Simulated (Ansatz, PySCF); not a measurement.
Gas-phase reaction (SMILES): C[Si](C)(C)N + 4 [H][H] (H2) -> 3 C (CH4) + N (NH3) + [SiH4] (SiH4); energy of full hydrogenation.

Each molecule is optimised on its own at B3LYP-D3(BJ)/def2-TZVP (Ansatz, a program for electronic structure), one conformer each, not searched for the lowest. Cores are frozen in the correlated levels unless marked. No spin-orbit coupling. Non-relativistic. CBS(X,Y): correlation extrapolated as X^-3; Hartree-Fock from the larger set. Thermal terms are rigid-rotor harmonic-oscillator values from B3LYP-D3(BJ) frequencies (PySCF) at 298.15 K and 1 atm. 1 Eh = 627.5095 kcal/mol.

```tsv
species	E, CCSD(T)/CBS(cc-pV(T+d)Z,cc-pV(Q+d)Z) (Ansatz) (Eh)	E, PBE-D3(BJ)/def2-TZVPD (Ansatz + dftd3) (Eh)	H - E (Eh)	G - E (Eh)
C[Si](C)(C)N	-464.62283	-464.94560	0.14628	0.10364
[H][H] (H2)	-1.17450	-1.16598	0.01336	-0.00144
C (CH4)	-40.45816	-40.46420	0.04840	0.02728
N (NH3)	-56.50369	-56.51114	0.03799	0.01614
[SiH4] (SiH4)	-291.45815	-291.72290	0.03520	0.01198
```

### Question
Work out ΔE and ΔH, ΔG, ΔS and the equilibrium constant at 298.15 K at the first level, then ΔH at the second.

### Answer

1. ΔE = [3×(-40.45816) + (-56.50369) + (-291.45815)] - [(-464.62283) + 4×(-1.17450)] = -0.01549 Eh = -9.7 kcal/mol at CCSD(T)/CBS(cc-pV(T+d)Z,cc-pV(Q+d)Z).
2. The terms H - E add up to 0.01867 Eh, so ΔH = (-0.01549 + (0.01867))×627.5095 = 2.0 kcal/mol.
3. The terms G - E add up to 0.01208 Eh, so ΔG = -2.1 kcal/mol, and ΔS = (0.01867 - (0.01208))×627509.5/298.15 = 13.9 cal/(mol K).
4. log10 K = -ΔG/(RT ln 10) = 1.5, with RT ln 10 = 1.3642 kcal/mol.
5. At PBE-D3(BJ)/def2-TZVPD the same steps give ΔE = -10.7 and ΔH = 1.0 kcal/mol, a shift of -1.0 from the first level.
6. These values are not checked against measurement here, since the tables used lack a sound gas-phase enthalpy of formation for at least one species.
